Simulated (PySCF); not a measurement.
S3, SMILES [S]S[S-], charge -1, multiplicity 2. The structure is a stationary point at PBE-D3(BJ)/def2-SVPD.

The numbers are results of PBE-D3(BJ)/def2-SVPD run with PySCF 2.14.0, not measurements.

Harmonic wavenumbers (cm⁻¹): 211, 498, 521. Rotational constants (GHz): 20.02, 2.645, 2.336; symmetry number 2.

Work out the zero-point energy and the ideal-gas rigid-rotor harmonic-oscillator thermochemistry at 298.15 K and 1 atm.

ZPE = ½ Σ hcν = ½ × 1230 cm⁻¹ = 1.76 kcal/mol. H − E(el) = 4.74 kcal/mol. Entropy in cal/(mol K): translation 39.60, rotation 23.99, vibration 3.31, spin 1.38, total 68.28. G − E(el) = -15.61 kcal/mol. Cp = 12.23 cal/(mol K).
